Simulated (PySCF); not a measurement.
# Radial density of Ca²⁺ (calcium, charge +2)

UHF, [Ar], closed-shell 1S. Computed with PySCF 2.14 in x2c-TZVPPall with one added diffuse shell each of s, p, d type (7s6p4d, 45 functions), with the spin-free X2C one-electron Hamiltonian (Gaussian nucleus).

```csv
r (bohr),4πr²ρ (e/bohr)
0.00149,0.1757
0.00250,0.4528
0.00421,1.148
0.00708,2.791
0.0119,6.308
0.0200,12.57
0.0337,20.32
0.0567,23.46
0.0954,18.51
0.160,19.03
0.270,24.54
0.454,11.69
0.763,6.440
1.28,6.416
2.16,1.055
3.63,0.01702
```

Densities and radii are taken from the X2C orbitals without a picture-change correction, which distorts them close to the nucleus.
